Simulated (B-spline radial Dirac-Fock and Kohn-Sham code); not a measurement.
**How the binding energies of Mg²⁺ add up**

System: Mg²⁺, configuration [He] 2s2 2p6, inside a Watson sphere of charge -2 and radius 2 Å (a model of the Madelung potential; inside it an electron's potential energy is raised by 14.4 eV); nuclear rms radius 3.057 fm (A = 24).

Level of theory: relaxed Dirac-Fock hole states (ΔSCF) with Breit and QED corrections and a finite nucleus; a B-spline atomic structure program. Electron correlation is not included. Energies are counted from the vacuum level.

All terms are in eV, carry their sign (relaxation lowers the binding energy) and add up to the binding energy; ⟨r⟩ is the mean radius of the orbital in the initial state.

```tsv
subshell	−ε (Koopmans)	relaxation	Breit	QED	binding energy	⟨r⟩ (bohr)
K	1342.5	-22.03	-0.61	-0.24	1319.6	0.130
L1	108.0	-2.69	-0.02	-0.02	105.2	0.689
L2	67.60	-3.18	-0.03	0.00	64.39	0.679
L3	67.28	-3.15	-0.01	0.00	64.12	0.681
```

For the deepest level, K (1s), the Breit terms make up -0.046 % of the binding energy, QED -0.018 % and orbital relaxation -1.670 %.

Spin-orbit splittings: 2p 0.27 eV.

Values without a named source are computed, but for edge energies of neutral atoms, which are taken from tables.
